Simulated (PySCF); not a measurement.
Cl3GeH3OSi, SMILES [SiH3][O][Ge]([Cl])([Cl])[Cl]. Atoms are numbered in the order given.

```xyz
9

Si    -2.6946     0.3483    -0.8070
O     -1.2781     0.7468     0.0041
Ge     0.2990     0.0392     0.1414
Cl     0.3740    -1.7364    -1.0415
Cl     1.7524     1.4226    -0.5545
Cl     0.6795    -0.4418     2.1748
H     -3.1899    -0.9816    -0.3494
H     -2.4494     0.3115    -2.2774
H     -3.6804     1.4102    -0.4734
```
Charge 0, spin multiplicity 1.

Geometry optimised at PBE0-D3(BJ)/def2-SVP. One conformer was computed; it need not be the lowest.

All values below come from PBE/def2-TZVP in PySCF.

Isolated molecule, no solvent.

Task: Estimate the frontier levels, gap, dipole moment and polarisability. (Estimate from the structure and the level; the computed values follow.)

Result: 
* **highest occupied level**: -7.80 eV
* **lowest empty level**: -2.86 eV
* **orbital gap**: 4.94 eV
* **dipole moment**: 1.02 D
* **quadrupole, principal values (traceless, Buckingham form, about the centre of nuclear charge)**: -2.59, -1.24, 3.83 D·Å
* **mean static polarisability**: 93.6 bohr³ (13.87 Å³)
* **polarisability, principal values**: 88.0, 93.0, 99.7 bohr³
